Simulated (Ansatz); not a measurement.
The molecule LiAl-, multiplicity 4 (an upper state: multiplicity 2 came lower at CCSD(T)/def2-TZVPP on PBE0 minima). The T1 diagnostic near the minimum is 0.065, so single-reference values are doubtful.

Constants: fifth-degree fit in 1/R to seven points, most abundant isotopes. In def2 and cc sets the state is the lowest found near the PBE0 minimum, followed along R.

Codes used: Ansatz (Gaussian orbitals). Each number belongs to the level named beside it.

| level | r_e (Å) | ω_e (cm⁻¹) | α_e (cm⁻¹) | ω_e x_e (cm⁻¹) |
|---|---|---|---|---|
| PBE/def2-TZVPP | 2.559 | 339 | 0.0067 | 3.6 |
| PBE0/def2-TZVPP | 2.548 | 343 | 0.0069 | 3.9 |
| CCSD/def2-TZVPP | 2.576 | 321 | 0.0077 | 4.1 |
| CCSD(T)/def2-TZVPP | 2.565 | 332 | 0.0073 | 3.9 |

Correlated levels freeze the inner cores; with def2 sets outer-core shells near the valence are correlated too.

Doubts at one or more of the structures used: T1 above 0.05 (CCSD/def2-TZVPP, CCSD(T)/def2-TZVPP).

Ansatz is a quantum-chemistry and plane-wave program.
